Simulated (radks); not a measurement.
Problem. The mean radii <r> (bohr) of the occupied orbitals of an atom or ion are listed with their occupations. All-electron calculation, scalar-relativistic Kohn-Sham, PBE, spin-polarised, spherical densities, point nucleus. Program: a radial shooting solver on a logarithmic mesh with Libxc functionals.

| orbital | occ. | <r> |
|---|---|---|
| 1s up | 1 | 0.03517 |
| 1s down | 1 | 0.03517 |
| 2s up | 1 | 0.1537 |
| 2s down | 1 | 0.1537 |
| 2p up | 3 | 0.1340 |
| 2p down | 3 | 0.1339 |
| 3s up | 1 | 0.4289 |
| 3s down | 1 | 0.4289 |
| 3p up | 3 | 0.4306 |
| 3p down | 3 | 0.4306 |
| 3d up | 5 | 0.4154 |
| 3d down | 5 | 0.4152 |
| 4s up | 1 | 1.112 |
| 4s down | 1 | 1.103 |
| 4p up | 3 | 1.244 |
| 4p down | 3 | 1.232 |
| 5s up | 1 | 3.475 |
| 4d up | 5 | 1.967 |

Name the element and its charge. Open shells, if any, are filled with parallel spins first.

Solution. Z = 42, molybdenum, charge 0: Mo in [Kr] 4d5 5s1. The 1s radius gives Z: for a bare nucleus <r> = (2 gamma + 1)/(2Z) with gamma = sqrt(1 - (Z/c)^2), 0.03457 bohr for Z = 42, and screening makes it slightly larger (0.03517 here). The occupations add up to 42, and the charge is Z minus that.
